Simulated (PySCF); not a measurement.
Ga(H)2(OH) (GaH3O), SMILES [OH][GaH2]. The structure is a stationary point at PBE-D3(BJ)/def2-TZVP.

Computed equilibrium geometry at PBE-D3(BJ)/def2-TZVP (PySCF confirms it by a frequency run) as a Z-matrix, and its point group:
point group Cs.
```
Ga
O 1 1.8102
H 2 0.9715 1 112.15
H 1 1.5637 2 112.96 3 180.00
H 1 1.5737 4 129.73 2 180.00
```
Charge 0, spin multiplicity 1.
